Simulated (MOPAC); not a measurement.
MOPAC input (PM7):

```
PM7 1SCF CHARGE=1 GEO-OK AUX(PRECISION=9) THREADS=1
H9N2Si2

N     2.48031300 1   -0.42102900 1   -0.13724300 1
Si    1.06016700 1    0.23699400 1    0.46340100 1
N    -0.43995900 1   -0.60344000 1   -0.35157000 1
Si   -2.06327800 1    0.30786800 1   -0.18869400 1
H     3.01293000 1   -0.00298400 1   -0.88485700 1
H     2.97774600 1   -1.17668600 1    0.30873200 1
H     0.84109700 1    1.62672000 1    0.04553600 1
H     0.79881000 1   -0.08218500 1    1.87076600 1
H    -0.22698500 1   -0.74661500 1   -1.34170300 1
H    -0.53250000 1   -1.54525600 1    0.03553900 1
H    -2.07080700 1    0.75036700 1    1.21247700 1
H    -1.94087600 1    1.40237300 1   -1.15921800 1
H    -3.09833400 1   -0.68252400 1   -0.51147300 1
```

Output:

```
 *******************************************************************************
 **                                                                           **
 **                              MOPAC v23.2.5                                **
 **                                                                           **
 *******************************************************************************
 ** MOPAC's Digital Object Identifier: https://doi.org/10.5281/zenodo.6511958 **
 **                                                                           **
 ** Please cite the open-source release paper for use of this MOPAC version:  **
 ** J. E. Moussa and J. J. P. Stewart (2026)                                  **
 ** MOPAC: An open-source semiempirical molecular orbital program             **
 ** J. Open Source Softw., 11(119), 8025, https://doi.org/10.21105/joss.08025 **
 *******************************************************************************

                              PM7 CALCULATION RESULTS

 *******************************************************************************
 *  PM7        - The PM7 Hamiltonian to be used
 *  GEO-OK     - OVERRIDE INTERATOMIC DISTANCE AND OTHER SAFETY CHECKS
 *
 *
 *
 *                 CHARGE ON SYSTEM = +1
 *
 *
 *
 *  1SCF       - DO 1 SCF AND THEN STOP
 *  AUX        - OUTPUT AUXILIARY INFORMATION
 *******************************************************************************
PM7 1SCF CHARGE=1 GEO-OK AUX(PRECISION=9) THREADS=1
 H9N2Si2

   ATOM   CHEMICAL          X               Y               Z
  NUMBER   SYMBOL      (ANGSTROMS)     (ANGSTROMS)     (ANGSTROMS)

     1       N          2.48031300  *  -0.42102900  *  -0.13724300  *
     2      Si          1.06016700  *   0.23699400  *   0.46340100  *
     3       N         -0.43995900  *  -0.60344000  *  -0.35157000  *
     4      Si         -2.06327800  *   0.30786800  *  -0.18869400  *
     5       H          3.01293000  *  -0.00298400  *  -0.88485700  *
     6       H          2.97774600  *  -1.17668600  *   0.30873200  *
     7       H          0.84109700  *   1.62672000  *   0.04553600  *
     8       H          0.79881000  *  -0.08218500  *   1.87076600  *
     9       H         -0.22698500  *  -0.74661500  *  -1.34170300  *
    10       H         -0.53250000  *  -1.54525600  *   0.03553900  *
    11       H         -2.07080700  *   0.75036700  *   1.21247700  *
    12       H         -1.94087600  *   1.40237300  *  -1.15921800  *
    13       H         -3.09833400  *  -0.68252400  *  -0.51147300  *

          CARTESIAN COORDINATES

    NO.       ATOM           X           Y           Z

     1         N          2.4803     -0.4210     -0.1372
     2        Si          1.0602      0.2370      0.4634
     3         N         -0.4400     -0.6034     -0.3516
     4        Si         -2.0633      0.3079     -0.1887
     5         H          3.0129     -0.0030     -0.8849
     6         H          2.9777     -1.1767      0.3087
     7         H          0.8411      1.6267      0.0455
     8         H          0.7988     -0.0822      1.8708
     9         H         -0.2270     -0.7466     -1.3417
    10         H         -0.5325     -1.5453      0.0355
    11         H         -2.0708      0.7504      1.2125
    12         H         -1.9409      1.4024     -1.1592
    13         H         -3.0983     -0.6825     -0.5115

 General Reference for PM7:
 "Optimization of Parameters for Semiempirical Methods VI: More Modifications to the
 NDDO Approximations and Re-optimization of Parameters", J. J. P. Stewart, J. Mol. Mod., 1:32, 19 (2013)
 https://link.springer.com/article/10.1007/s00894-012-1667-x

           Empirical Formula: H9 N2 Si2  =    13 atoms

      MOLECULAR POINT GROUP   :   C1

      RHF CALCULATION, NO. OF DOUBLY OCCUPIED LEVELS = 13

 -------------------------------------------------------------------------------
 PM7 1SCF CHARGE=1 GEO-OK AUX(PRECISION=9) THREADS=1
 H9N2Si2

     1SCF WAS SPECIFIED, SO BFGS WAS NOT USED
     SCF FIELD WAS ACHIEVED

                              PM7 CALCULATION
                                                       MOPAC v23.2.5 Linux

          FINAL HEAT OF FORMATION =        122.38774 KCAL/MOL =     512.07031 KJ/MOL

          COSMO AREA              =        142.49 SQUARE ANGSTROMS
          COSMO VOLUME            =        138.17 CUBIC ANGSTROMS

          IONIZATION POTENTIAL    =         14.795955 EV
          HOMO LUMO ENERGIES (EV) =        -14.796 -4.964
          NO. OF FILLED LEVELS    =         13
          MOLECULAR WEIGHT        =         93.2555         POINT GROUP:  C1

          MOLECULAR DIMENSIONS (Angstroms)

            Atom       Atom       Distance
            H    13    H     5     6.16025
            H    12    H     8     3.64299
            H    11    H    10     2.67537

          SCF CALCULATIONS        =          1

   ATOM   CHEMICAL          X               Y               Z
  NUMBER   SYMBOL      (ANGSTROMS)     (ANGSTROMS)     (ANGSTROMS)

     1       N          2.48031300  *  -0.42102900  *  -0.13724300  *
     2      Si          1.06016700  *   0.23699400  *   0.46340100  *
     3       N         -0.43995900  *  -0.60344000  *  -0.35157000  *
     4      Si         -2.06327800  *   0.30786800  *  -0.18869400  *
     5       H          3.01293000  *  -0.00298400  *  -0.88485700  *
     6       H          2.97774600  *  -1.17668600  *   0.30873200  *
     7       H          0.84109700  *   1.62672000  *   0.04553600  *
     8       H          0.79881000  *  -0.08218500  *   1.87076600  *
     9       H         -0.22698500  *  -0.74661500  *  -1.34170300  *
    10       H         -0.53250000  *  -1.54525600  *   0.03553900  *
    11       H         -2.07080700  *   0.75036700  *   1.21247700  *
    12       H         -1.94087600  *   1.40237300  *  -1.15921800  *
    13       H         -3.09833400  *  -0.68252400  *  -0.51147300  *

                             CARTESIAN COORDINATES

   1    N        2.480313000    -0.421029000    -0.137243000
   2   Si        1.060167000     0.236994000     0.463401000
   3    N       -0.439959000    -0.603440000    -0.351570000
   4   Si       -2.063278000     0.307868000    -0.188694000
   5    H        3.012930000    -0.002984000    -0.884857000
   6    H        2.977746000    -1.176686000     0.308732000
   7    H        0.841097000     1.626720000     0.045536000
   8    H        0.798810000    -0.082185000     1.870766000
   9    H       -0.226985000    -0.746615000    -1.341703000
  10    H       -0.532500000    -1.545256000     0.035539000
  11    H       -2.070807000     0.750367000     1.212477000
  12    H       -1.940876000     1.402373000    -1.159218000
  13    H       -3.098334000    -0.682524000    -0.511473000

           Empirical Formula: H9 N2 Si2  =    13 atoms

      MOLECULAR POINT GROUP   :   C1

                  EIGENVALUES
 -43.31919 -40.52698 -23.42856 -23.00609 -22.16738 -21.48008 -20.37980 -18.84292
 -18.54324 -17.36575 -17.30805 -17.25099 -14.79596  -4.96415  -3.71307  -3.20987
  -2.13810  -2.12886  -2.02261  -0.64925   0.42895   0.92150   2.63114   2.72733
   3.18852  16.04587  16.18661  16.58526  16.85523  17.39281  17.48259  17.61369
  18.27552  18.52201  19.23104

              NET ATOMIC CHARGES AND DIPOLE CONTRIBUTIONS

  ATOM NO.   TYPE          CHARGE      No. of ELECS.   s-Pop       p-Pop       d-Pop
    1          N          -0.691536        5.6915     1.51491     4.17662
    2         Si           0.336064        3.6639     0.87136     2.55618     0.23639
    3          N          -0.521133        5.5211     1.53255     3.98858
    4         Si           0.206372        3.7936     0.94756     2.69578     0.15029
    5          H           0.320318        0.6797     0.67968
    6          H           0.319988        0.6800     0.68001
    7          H           0.105500        0.8945     0.89450
    8          H           0.104881        0.8951     0.89512
    9          H           0.293797        0.7062     0.70620
   10          H           0.292667        0.7073     0.70733
   11          H           0.077963        0.9220     0.92204
   12          H           0.076422        0.9236     0.92358
   13          H           0.078698        0.9213     0.92130
 DIPOLE           X         Y         Z       TOTAL
 POINT-CHG.    -1.167    -0.147    -0.055     1.177
 HYBRID         1.072    -1.532    -1.028     2.133
 SUM           -0.095    -1.678    -1.083     2.000

          ATOMIC ORBITAL ELECTRON POPULATIONS

     Atom    s        px        py        pz      x^2-y^2     xz        z^2       yz        xy
    1  N   1.51491   1.34773   1.41275   1.41615
    2 Si   0.87136   0.63356   0.95021   0.97242   0.06775   0.04871   0.04869   0.02182   0.04942
    3  N   1.53255   1.42176   1.30308   1.26374
    4 Si   0.94756   0.65297   0.95163   1.09117   0.03018   0.01655   0.03204   0.02710   0.04442
    5  H   0.67968
    6  H   0.68001
    7  H   0.89450
    8  H   0.89512
    9  H   0.70620
   10  H   0.70733
   11  H   0.92204
   12  H   0.92358
   13  H   0.92130

 **********************
 *                    *
 * JOB ENDED NORMALLY *
 *                    *
 **********************

 == MOPAC DONE ==
```

The dipole moment of an ion depends on the origin.

The geometry given is a B3LYP-D3(BJ)/def2-TZVP minimum.
